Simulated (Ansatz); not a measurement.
Results of the Gaussian-basis code of Ansatz.

`[F][Sc]([F])[O][SiH3]`. The species carries charge 0 and has multiplicity 1. All single points use the PBE0-D4/def2-TZVP geometry. It is one conformer, not always the lowest.

```xyz
8

F     1.901    1.821   -1.960
Sc    0.689    1.734   -0.574
F     0.143    3.282    0.264
O     0.016    0.071   -0.016
Si   -0.554   -1.384    0.460
H    -0.985   -2.177   -0.723
H    -1.719   -1.212    1.369
H     0.509   -2.134    1.181
```

(1) What is the dipole moment at PBE/def2-TZVPP? (Estimate.)

(2) And with r2SCAN, B3LYP, ωB97M-V? (Best estimate.)

(3) Give the Mulliken charges with PBE, ωB97M-V, B3LYP in def2-TZVPP. (Best estimate.)

Answers

(1) The calculation gave: 0.84 D, with components (-0.30, -0.74, 0.24) D in this frame, pointing from negative to positive charge.

(2) The calculation gave: r2SCAN 0.83 D, B3LYP 0.94 D, ωB97M-V 0.83 D.

(3) The calculation gave: 
```
atom    PBE  ωB97M-V  B3LYP
  F1  -0.37    -0.41  -0.42
 Sc2   1.14     1.26   1.29
  F3  -0.37    -0.41  -0.42
  O4  -0.51    -0.59  -0.59
 Si5   0.31     0.28   0.38
  H6  -0.06    -0.04  -0.08
  H7  -0.06    -0.04  -0.08
  H8  -0.07    -0.04  -0.08
```

B3LYP here is the variant with VWN-RPA as its local correlation; programs differ in this.
